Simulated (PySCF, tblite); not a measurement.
C8H17P.
SMILES with atom numbers: `[CH3:1][CH:2]=[P@@:3]1([CH2:4][CH3:5])[CH2:6][CH2:7][C@@H:8]1[CH3:9]` (hydrogens: H10, H11, H12 on C1; H13 on C2; H14, H15 on C4; H16, H17, H18 on C5; H19, H20 on C6; H21, H22 on C7; H23 on C8; H24, H25, H26 on C9)

Jobs on this species (26 atoms, 80 electrons) with PySCF (density fitting) and tblite. Hardware of each: one thread, Arm Neoverse N1 (aarch64) (shared host). Times come from a shared host and carry two figures at best.

| level and settings | work | basis functions | SCF cycles | wall time |
| --- | --- | --- | --- | --- |
| GFN2-xTB | L-BFGS relaxation | – | – | ? |
| PBE0/pcSseg-1 | shieldings, ring-centre shieldings, charges and field gradients, density and orbital grids written | 245 | 14 | 2.1 min |
| GFN2-xTB | Hessian by finite differences | – | – | 2.3 s |

**Question.** Fill in the missing figures.

**Answer.** 
- GFN2-xTB; L-BFGS relaxation: 3.0 s

**Question.** What do all jobs in the table cost together?

**Answer.** About 2.2 min; the longest takes about 96 % of that, and about 55 times as long as the shortest.
